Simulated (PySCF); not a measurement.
How methods differ on the excitation energy of Bi

Bi [Xe] 4f14 5d10 6s2 6p3 (4S) → Bi [Xe] 4f14 5d10 6s1 6p3 6d1 (6D), as a difference of total energies. Calculation: PySCF 2.14, in aug-cc-pwCVTZ-DK3 (11s10p8d5f1g, 125 functions); scalar relativity by spin-free X2C-1e. Correlated levels: valence: [Xe] 4f14 5d10 frozen. The calculations carry no spin-orbit coupling.

```csv
method,excitation energy (eV)
UHF,13.007
MP2 (valence),13.912
SCS-MP2 (valence),14.215
CCSD (valence),14.007
CCSD(T) (valence),14.048
```

**Question.** How much does correlation contribute at CCSD(T) (valence)?

**Answer.** 14.048 − (13.007) = 1.041 eV, measured against UHF.

Spin-orbit coupling is strong in these open shells (close to jj coupling). The scalar numbers leave it out and a first-order estimate fails, so it can dominate the gap to the real levels.

The upper state lies above the first ionisation limit.

The promoted electron is Rydberg-like, and one or two diffuse shells describe it only roughly, which tends to raise the upper state.
